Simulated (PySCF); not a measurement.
Compound: C6H11O (doublet state).
Cartesian coordinates in Å at the GFN2-xTB level; atoms count from 1:
```xyz
18
C6H11O angstrom
C      1.7708    0.9345    0.4854
C      1.2549    0.3729   -0.8316
C      0.3442   -0.8574   -0.6225
C     -0.8887   -0.5210    0.1297
C     -2.0111    0.1508   -0.5615
C     -0.9963   -0.7965    1.5186
O     -1.9633   -0.5119    2.2208
H      2.3447    0.1838    1.0241
H      0.9451    1.2522    1.1183
H      2.4153    1.7912    0.3020
H      2.0986    0.0735   -1.4565
H      0.6978    1.1433   -1.3675
H      0.0775   -1.2457   -1.6095
H      0.9141   -1.6192   -0.0856
H     -2.4024   -0.4810   -1.3621
H     -2.8053    0.3611    0.1508
H     -1.6838    1.0826   -1.0273
H     -0.1207   -1.3070    1.9628
```

The hyperfine couplings belong to this conformer and change with its torsions.

The species is `C[C](C=O)CCC` [radical].

Method: UKS B3LYP, pcH-1 on C H O, non-relativistic, mean-field spin-orbit, GIAO in PySCF. Geometry: GFN2-xTB, one conformer, isolated molecule. Couplings are sensitive to structure, and on GFN2-xTB geometries they can be far from those on DFT ones. Stability of the SCF solution: not tested.

**Question.** Predict the first-order ENDOR lines of H15/H16/H17, H13/H14 and H18 under fast tumbling at B = 3335.1 mT (W band).

**Answer.** ν± = |νn ± a/2|, one line for each electron-spin manifold; νn = |g_N| × 7.62259 MHz/T × B.

```csv
nuclei,isotope,g_N,νn (MHz),a_iso (MHz),lower line (MHz),upper line (MHz)
H15/H16/H17,1H,5.5857,142.00,54.36,114.82,169.18
H13/H14,1H,5.5857,142.00,29.87,127.07,156.93
H18,1H,5.5857,142.00,-2.87,140.57,143.43
```

**Question.** Which pairs are centred on the nuclear Larmor frequency, and which on half the coupling?

**Answer.** Centred on νn, since |a| < 2νn: H15/H16/H17, H13/H14 and H18. No pair has |a| > 2νn.

**Question.** At what field would the lower line of H13/H14 fall to zero frequency?

**Answer.** Where νn = |a|/2, that is B = 14.93 MHz/(5.5857 × 7.62259 MHz/T) = 351 mT, as far as first order holds there.

Nuclei that the bonding pattern makes equivalent are averaged, as if the motion that swaps them (rotation, inversion, ring flip) were fast. The three 1H nuclei of mean +54.4 MHz run from 1.9 to 81.3 MHz in the frozen geometry. The 1H value of +29.9 MHz is a mean of couplings from 13.6 to 46.1 MHz in this one geometry, not an average over conformers.
